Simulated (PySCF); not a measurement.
# How methods differ on the excitation energy of I⁺

I⁺ [Kr] 4d10 5s2 5p4 (3P) → I⁺ [Kr] 4d10 5s1 5p5 (3P), as a difference of total energies. Calculation: PySCF 2.14, in aug-cc-pVQZ-PP with ECP28MDF (7s7p5d3f2g, 92 functions); a scalar-relativistic core potential. Correlated levels: valence: 4s2 4p6 4d10 frozen. The calculations carry no spin-orbit coupling.

```tsv
method	excitation energy (eV)	error (eV)
UHF	12.023	+2.037
LDA	11.109	+1.123
PBE	11.004	+1.018
PBE0	11.283	+1.297
r2SCAN	11.143	+1.157
B3LYP	11.250	+1.264
BP86	11.009	+1.023
r2SCANh	11.238	+1.252
r2SCAN0	11.380	+1.394
MP2 (valence)	11.068	+1.082
SCS-MP2 (valence)	10.941	+0.955
```

Reference: 9.986 eV (measured; NIST levels, between the centres of gravity of the two terms).

Errors of the correlated levels include the incompleteness of this basis and the frozen core.
